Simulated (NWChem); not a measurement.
Molecule: AlO, doublet; SMILES [Al]=[O]

Results from NWChem. Pople sets run with spherical d functions. Spin-unrestricted. Spin-contaminated determinants: UHF/3-21G (<S²> = 0.89). Geometry: optimised at PBE0-D3(BJ)/def2-TZVP, spin-unrestricted. No stability test was run on the SCF state.

Q: Taking UHF/6-311++G** as the yardstick, which of these has the fewest basis functions while keeping “highest occupied level (eV)” within 0.2 eV of it: UHF/6-31+G*; UHF/3-21G; UHF/STO-3G?

A: UHF/3-21G.
```
level           basis functions  highest occupied level (eV)
--------------  ---------------  ---------------------------
UHF/STO-3G                   14                        -5.52
UHF/3-21G                    22                        -9.64
UHF/6-31+G*                  40                        -9.78
UHF/6-311++G**               52                        -9.75
```

The yardstick is one finite set, not the basis-set limit.
